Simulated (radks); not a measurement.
Question: Nd XLVIII, 13 electrons, occupied as [Ne] 3s2 3p1. Calculated with a radial shooting solver on a logarithmic mesh with Libxc functionals: scalar-relativistic Kohn-Sham, r2SCAN, spin-polarised, spherical densities, finite nucleus; open shells are filled with parallel spins first (spin-orbit coupling, left out, can overturn this in heavy ions); meta-GGA in the generalised Kohn-Sham scheme; Fermi nuclear charge, rms radius 4.9123 fm. Some entries of the table are withheld. Estimate them.

| orbital | occ. | eigenvalue (hartree) | <1/r> (bohr^-1) |
|---|---|---|---|
| 1s up | 1 | -1717.164 | 66.06 |
| 1s down | 1 | -1716.997 | 66.07 |
| 2s up | 1 | -372.3912 | 15.52 |
| 2s down | 1 | -372.3097 | 15.52 |
| 2p up | 3 | -346.0280 | 14.59 |
| 2p down | 3 | -345.8739 | 14.59 |
| 3s up | 1 | -150.1100 | 6.312 |
| 3s down | 1 | -149.5055 | 6.301 |
| 3p up | 1 | -141.9258 | (1) |
| 3p down | 0 | -141.3359 | (2) |
| 3d up | 0 | -133.3900 | (3) |
| 3d down | 0 | -132.9322 | (4) |
| 4s up | 0 | -79.00702 | 3.393 |
| 4s down | 0 | -78.48994 | 3.441 |

Answer: 
(1) 3p up <1/r> (bohr^-1): 6.022
(2) 3p down <1/r> (bohr^-1): 6.016
(3) 3d up <1/r> (bohr^-1): 5.756
(4) 3d down <1/r> (bohr^-1): 5.763
